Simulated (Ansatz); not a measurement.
The same redistribution along the group B, Al, Ga, In.

Computed with Ansatz on PBE0-D4/def2-TZVP structures; ΔE is electronic, products minus reactants. CBS: MP2 limit from def2 TZ/QZ plus the TZ coupled-cluster correction, frozen cores. This one scheme is used for every species. DFT in def2-TZVPP. B3LYP here is the variant with VWN-RPA as its local correlation; programs differ in this. Elements past krypton have def2 core potentials. For Br, Ga, In outer-core shells are correlated without core-valence functions, which leaves a few kJ/mol of doubt a bond. Scalar relativity is left out up to krypton. One conformer a species, not always the lowest.

```
                                                       reaction  B97M-V (kJ/mol)  B3LYP-D4 (kJ/mol)  PBE-D4 (kJ/mol)  revPBE-D4 (kJ/mol)  CCSD(T)/CBS(def2) (kJ/mol)
                 `FBF` + `C[SiH](N)Br` → `FB(F)Br` + `C[SiH2]N`               50                 58               54                  53                          60
`[F][AlH][F]` + `C[SiH](N)Br` → `[F][Al]([F])[Br]` + `C[SiH2]N`              -23                -28              -24                 -24                         -31
`[F][GaH][F]` + `C[SiH](N)Br` → `[F][Ga]([F])[Br]` + `C[SiH2]N`               16                 13               16                  17                          14
`[F][InH][F]` + `C[SiH](N)Br` → `[F][In]([F])[Br]` + `C[SiH2]N`               15                 11               16                  16                           9
```

Largest T1 diagnostic: 0.017, for `[F][InH][F]`.
